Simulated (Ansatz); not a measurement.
CH4ClFO2Si, SMILES `OC(F)(Cl)O[SiH3]`. Charge 0, multiplicity 1. All single points use the PBE0-D4/def2-TZVP geometry. It is one conformer, not always the lowest.

```xyz
10

O    -0.641    0.759    1.376
C     0.094   -0.366    1.138
F    -0.325   -1.373    1.935
Cl    1.776    0.027    1.603
O     0.022   -0.818   -0.131
Si    0.143    0.134   -1.503
H    -1.573    0.526    1.263
H     0.269   -0.844   -2.603
H     1.327    1.017   -1.415
H    -1.091    0.939   -1.664
```

What is the dipole moment at ωB97M-V/def2-TZVPP? (Best estimate.)

Ansatz gave: 2.49 D, with components (-1.61, 0.73, -1.75) D in this frame, pointing from negative to positive charge.

And with PBE, r2SCAN, B3LYP? (Best estimate.)

The calculation gave: PBE 2.45 D, r2SCAN 2.55 D, B3LYP 2.52 D.

Give the Mulliken charges with ωB97M-V, PBE, r2SCAN in def2-TZVPP. (Best estimate.)

Ansatz gave: 
```
atom  ωB97M-V    PBE  r2SCAN
  O1    -0.27  -0.25   -0.30
  C2     0.37   0.33    0.46
  F3    -0.16  -0.13   -0.17
 Cl4    -0.08  -0.12   -0.13
  O5    -0.32  -0.25   -0.34
 Si6     0.29   0.34    0.42
  H7     0.20   0.21    0.22
  H8    -0.01  -0.04   -0.05
  H9     0.00  -0.03   -0.04
 H10    -0.03  -0.06   -0.07
```

B3LYP here is the variant with VWN-RPA as its local correlation; programs differ in this.
